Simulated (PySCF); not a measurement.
Worked example: entropy of an ideal gas

BFH₂Se₂, SMILES [SeH]B(F)[SeH].

The structure is a stationary point at PBE-D3(BJ)/def2-SVP. This is a generated structure with no PubChem entry under its InChIKey; it may be hypothetical. Other conformers were not sampled.

PBE-D3(BJ)/def2-SVP in PySCF gives the harmonic wavenumbers 139, 226, 265, 321, 372, 448, 648, 711, 890, 1265, 2357, 2366 cm⁻¹ and the rotational temperatures 0.2502, 0.0514, 0.0426 K. The molar mass is 189.77 g/mol, the symmetry number 1, the spin multiplicity 1.

Question: Work out the entropy at 298.15 K and 1 atm in the rigid-rotor, harmonic-oscillator model.

Answer: 
Translation (Sackur–Tetrode at 1 atm): S = R[1.5 ln M + 2.5 ln T − 1.16487] = 174.2 J/(mol K).
Rotation: q = (√π/σ) T^1.5/√(θA θB θC) = 390000, S = R[ln q + 3/2] = 119.5 J/(mol K).
Vibration: with u = 1.4388 ν/T, each mode gives R[u/(e^u − 1) − ln(1 − e^−u)]:
```json
[
 {"ν (cm⁻¹)": "139", "modes": "1", "u": "0.67", "S (J/(mol K))": "11.79"},
 {"ν (cm⁻¹)": "226", "modes": "1", "u": "1.09", "S (J/(mol K))": "7.99"},
 {"ν (cm⁻¹)": "265", "modes": "1", "u": "1.28", "S (J/(mol K))": "6.81"},
 {"ν (cm⁻¹)": "321", "modes": "1", "u": "1.55", "S (J/(mol K))": "5.46"},
 {"ν (cm⁻¹)": "372", "modes": "1", "u": "1.80", "S (J/(mol K))": "4.48"},
 {"ν (cm⁻¹)": "448", "modes": "1", "u": "2.16", "S (J/(mol K))": "3.35"},
 {"ν (cm⁻¹)": "648", "modes": "1", "u": "3.13", "S (J/(mol K))": "1.57"},
 {"ν (cm⁻¹)": "711", "modes": "1", "u": "3.43", "S (J/(mol K))": "1.23"},
 {"ν (cm⁻¹)": "890", "modes": "1", "u": "4.29", "S (J/(mol K))": "0.61"},
 {"ν (cm⁻¹)": "1265", "modes": "1", "u": "6.10", "S (J/(mol K))": "0.13"}
]
```
The stiffer modes add less than 0.005 each. Sum 43.4 J/(mol K).
Spin: R ln 1 = 0.0 J/(mol K).
Total 337.1 J/(mol K); the program's own thermochemistry gives 337.1. Translation makes up 52 % and vibration 13 %. Anharmonicity, hindered rotation and orbital degeneracy are left out.
